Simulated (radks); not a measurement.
Values are calculated unless marked as measured or tabulated.
All-electron atom: the caesium ion Cs2+ in [Kr] 4d10 5s2 5p5.

Level of theory: Dirac Kohn-Sham, LDA (Slater exchange, Perdew-Wang correlation), spin-unpolarised, spherical densities, finite nucleus; open shells are shared between the two j in proportion to 2j + 1; Fermi nuclear charge, rms radius 4.8041 fm (a radial shooting solver on a logarithmic mesh with Libxc functionals).

Energy parts (Ry):
total: -15565.7070
kinetic: 16570.8536
electron-nucleus: -37796.3897
Hartree: 6031.8129
exchange-correlation: -371.9838

Orbitals (lengths in bohr, moments of r in powers of bohr; <r^-3> diverges for s and p1/2; r(max) is where P^2 peaks; r(90%) holds 90 % of the orbital's charge):
orbital,occ.,eigenvalue (Ry),r(max),<r^2>,<r^-3>,r(90%)
1s1/2,2,-2627.381,0.01680,0.0009266,-,0.0470
2s1/2,2,-413.1333,0.09512,0.01480,-,0.173
2p1/2,2,-388.9475,0.07271,0.01089,-,0.154
2p3/2,4,-363.0905,0.07769,0.01217,5919,0.162
3s1/2,2,-86.85445,0.2730,0.1024,-,0.440
3p1/2,2,-76.72674,0.2594,0.09707,-,0.435
3p3/2,4,-71.77383,0.2704,0.1049,1161,0.451
3d3/2,4,-53.90155,0.2184,0.08721,187.8,0.426
3d5/2,6,-52.84876,0.2215,0.08947,172.6,0.431
4s1/2,2,-17.38457,0.6428,0.5455,-,1.00
4p1/2,2,-13.74731,0.6563,0.5914,-,1.05
4p3/2,4,-12.72743,0.6808,0.6378,239.3,1.09
4d3/2,4,-6.80099,0.7159,0.8027,30.82,1.26
4d5/2,6,-6.63173,0.7243,0.8229,28.05,1.27
5s1/2,2,-3.14916,1.527,3.253,-,2.45
5p1/2,1.66667,-2.22219,1.693,4.211,-,2.82
5p3/2,3.33333,-2.08542,1.764,4.567,31.95,2.93
5d3/2,0,-0.92005,2.441,9.671,2.248,4.35
5d5/2,0,-0.90786,2.472,9.888,2.048,4.40
6s1/2,0,-0.87632,3.679,17.77,-,5.67
6p1/2,0,-0.65063,4.308,24.78,-,6.73
6p3/2,0,-0.62541,4.462,26.46,5.971,6.96
4f5/2,0,-0.56668,0.9608,5.865,1.498,3.83
4f7/2,0,-0.55943,0.9721,6.063,1.440,3.90

The highest occupied level is 5p3/2 at -28.374 eV. For comparison, the ionisation energy in NIST's Atomic Spectra Database is 33.195 eV (semi-empirical). In exact Kohn-Sham theory the highest level is minus the ionisation energy, but local and semilocal functionals leave it too shallow, through self-interaction and a potential that decays too fast; potentials with the right tail come closer. Summed over all electrons, <r^2> = 43.53 bohr^2, which gives a Langevin (diamagnetic) susceptibility term of -34.5 x 10^-6 cm^3/mol.

Beside tabulated values, note that spin-unpolarised runs miss the spin-polarisation part of the exchange energy of open shells.
